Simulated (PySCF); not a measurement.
Al2H4, SMILES [AlH2][AlH2]. Atoms are numbered in the order given.

```xyz
6

Al     0.0000     0.0000    -1.2976
Al     0.0000     0.0000     1.2976
H      0.9547     0.9547    -2.1417
H     -0.9547    -0.9547    -2.1417
H      0.9547    -0.9547     2.1417
H     -0.9547     0.9547     2.1417
```
Charge 0, spin multiplicity 1.

Geometry: TPSSh-D3(BJ)/def2-TZVP.

The numbers are results of C-PCM-PBE0/def2-SVP (PySCF 2.14.0), not measurements.

The values are the electrostatic part of the solvation free energy, E(continuum) − E(gas) at the gas-phase geometry, in a cavity of scaled van der Waals radii (PySCF's table); cavitation and dispersion terms are not included. A continuum can't describe solvent molecules that bind to the metal. In vacuum the orbital gap is 4.85 eV. The dipole moment in vacuum is 0.00 D.

```json
[
 {"solvent": "water", "ε": "78.36", "ΔG(elec) (kcal/mol)": "-7.6", "dipole (D)": "0.00", "gap (eV)": "5.13"},
 {"solvent": "1-octanol", "ε": "9.86", "ΔG(elec) (kcal/mol)": "-6.8", "dipole (D)": "0.00", "gap (eV)": "5.10"},
 {"solvent": "N,N-dimethylformamide", "ε": "37.22", "ΔG(elec) (kcal/mol)": "-7.4", "dipole (D)": "0.00", "gap (eV)": "5.13"}
]
```
